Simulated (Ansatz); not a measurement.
System: CHF, charge 0, multiplicity 1. SMILES: F[CH]
Coordinates optimised at B3LYP-D3(BJ)/def2-TZVP (Ansatz, a first-principles code):
```xyz
3

C     -0.5669     0.4516    -0.0174
F      0.5297    -0.2636     0.0165
H     -1.3661    -0.3376    -0.0445
```

Atomisation energy built up term by term with Ansatz (kcal/mol; UHF references for open shells; valence terms freeze the core; atomic spin-orbit terms are left out). Basis-set limits of correlation are two-point, X^-3; Hartree-Fock from the larger set (for Q and 5 zeta extrapolated as (X+1)exp(-9√X)).

The Hartree-Fock reference is unstable (checked in the largest basis), which strains HF and MP2. 

```csv
term,basis,kcal/mol
Hartree-Fock,"CBS(cc-pVQZ,cc-pV5Z)",135.07
CCSD correlation,"CBS(cc-pVQZ,cc-pV5Z)",71.51
(T),"CBS(cc-pVQZ,cc-pV5Z)",5.79
CCSDT - CCSD(T),cc-pVDZ,0.24
(Q),cc-pVDZ,0.35
core correlation,cc-pwCVTZ,0.50
scalar relativity (X2C),cc-pVTZ-DK against cc-pVTZ,-0.22
sum: De,,213.2
```

(T) makes 2.7 % of the CCSD(T) atomisation energy; under 5 % is typical of single-reference molecules.
